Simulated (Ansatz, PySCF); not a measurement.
Pair of molecules: CH6OSi (SMILES CO[SiH3]) (first 9 atoms) with CH4 (SMILES C); geometry from B3LYP-D3(BJ)/def2-TZVP, rigid monomers moved along the line of their centres of mass till O2···H11 is 3.08 Å.
(charge 0, multiplicity 1):
```xyz
14

C     -1.60500    -0.46732     0.32159
O     -0.54919     0.46505     0.15077
Si     0.94893     0.03996    -0.38285
H     -2.47914     0.07433     0.68159
H     -1.85976    -0.95630    -0.62414
H     -1.34129    -1.23403     1.05664
H      1.55544    -0.98860     0.50003
H      1.76148     1.27187    -0.37187
H      0.88092    -0.52096    -1.75676
C      0.04812     0.04520     4.02861
H     -0.17356     0.71642     3.20085
H     -0.87750    -0.39008     4.40404
H      0.70774    -0.74950     3.68176
H      0.53778     0.59744     4.82975
```

Interaction energies are E(AB) − E(A) − E(B) at the monomers' geometry in the complex; basis-set methods are counterpoise corrected. Rows marked so take none.

Frozen-core correlation. Rows in 3-21G, 6-311+G**, 6-31G*, STO-3G carry no dispersion term and start afresh at each structure (6-31G* with six Cartesian d functions). MP2/6-31G* freezes PySCF's default core.

Codes used: Ansatz (Gaussian basis) for Hartree–Fock, density functionals and correlated methods; PySCF for 3-21G rows, 6-311+G** rows, 6-31G* rows, STO-3G rows. Each number belongs to the level named beside it.

```
level                              interaction energy (kJ/mol)
---------------------------------  ---------------------------
HF/STO-3G (no counterpoise)                               -0.2
HF/3-21G (no counterpoise)                                -2.9
PBE/def2-TZVPPD                                           -1.8
B3LYP/6-31G*                                               0.7
B3LYP/6-31G* (no counterpoise)                            -1.5
B3LYP/6-311+G** (no counterpoise)                          0.3
PBE0/def2-TZVPPD                                          -1.5
MP2/6-31G* (no counterpoise)                                 …
CCSD(T)/aug-cc-pV(D+d)Z                                      …
```

**Question.** Fill in the missing entries.

**Answer.** 
- MP2/6-31G* (no counterpoise), interaction energy (kJ/mol): -4.1
- CCSD(T)/aug-cc-pV(D+d)Z, interaction energy (kJ/mol): -3.7

Ansatz is an electronic-structure program.
